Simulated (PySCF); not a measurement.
Input file for PySCF: R-M06-2X/6-31G* on BrGeH2N (SMILES [NH2][Ge][Br]), a point of a torsion scan.

```python
from pyscf import gto, scf, dft, mp
from pyscf.data.elements import chemcore

mol = gto.M(
    atom='''
    N    -0.85177159   -0.08654920   -0.20510536
    Ge    0.71020839   -1.04976125   -0.33016081
    Br    0.99225394   -0.74713528   -2.65431433
    H    -0.96007128    0.88703185   -0.45573012
    H    -1.38458102   -0.22492779    0.64523958
    ''',
    basis='6-31g*',
    cart=True,
    charge=0, spin=0, verbose=3, max_memory=1800)
mf = dft.RKS(mol, xc='m062x')
mf.conv_tol = 1e-8
mf.max_cycle = 100
mf.kernel()
if not mf.converged:
    mf = mf.newton().run(mf.mo_coeff, mf.mo_occ)
```

The log:

```
converged SCF energy = -4706.58637009682
```

The calculation finished and met its thresholds.

Cost: roughly 13 core-seconds.
